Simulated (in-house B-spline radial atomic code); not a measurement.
The numbers below are computed, except where a source is named.
# Weak and strong correlation along the adiabatic connection

Two-electron singlets in several external potentials (atomic units), by full CI in B-splines with partial waves to l = 8 (correlation energies up to 0.6 % small). The repulsion is scaled by λ at fixed density; W(λ) is the mean repulsion less the Hartree energy, W(0) = E_x, and the area under W from 0 to 1 is E_xc.

Relative drop (W(λ) − E_x)/E_x:

```
                            system  λ = 0.12  λ = 0.25  λ = 0.4  λ = 0.6  λ = 0.8   λ = 1
                    −Z/r, Z = 1.25    0.0217    0.0428   0.0645   0.0897   0.1116  0.1305
                    −Z/r, Z = 2.15    0.0101    0.0204   0.0317   0.0458   0.0589  0.0711
     −Z/r, Z = 0.5, wall at 6 bohr    0.0332    0.0633   0.0919   0.1227   0.1473  0.1674
−Z/r, Z = 0.531, wall at 8.85 bohr    0.0425    0.0789   0.1121   0.1463   0.1727  0.1936
 −Z/r, Z = 4.57, wall at 0.42 bohr    0.0024    0.0049   0.0078   0.0117   0.0154  0.0190
−V exp(−r²/w²), V = 13.6, w = 4.42    0.0146    0.0293   0.0449   0.0638   0.0808  0.0960
   ω²r²/2 − Z/r, ω = 4.46, Z = 1.5    0.0058    0.0119   0.0186   0.0273   0.0356  0.0435
```

Q: Order the systems by how far second-order (GL2) theory, half the initial slope (estimated from the first points of each curve), overshoots the correlation energy, least first.
A. −Z/r, Z = 0.531, wall at 8.85 bohr
B. −Z/r, Z = 4.57, wall at 0.42 bohr
C. −Z/r, Z = 2.15
D. −Z/r, Z = 1.25
E. −V exp(−r²/w²), V = 13.6, w = 4.42
F. −Z/r, Z = 0.5, wall at 6 bohr
G. ω²r²/2 − Z/r, ω = 4.46, Z = 1.5

A: B (GL2/E_c = 1.03), G (GL2/E_c = 1.08), C (GL2/E_c = 1.14), E (GL2/E_c = 1.20), D (GL2/E_c = 1.29), F (GL2/E_c = 1.51), A (GL2/E_c = 1.66).

Q: What else changes along this order?

A: The ratio follows the bend of the curve. With it the leading natural occupation goes from 1.999 to 1.870 and −T_c/E_c from 0.97 to 0.62 between the first and the last.
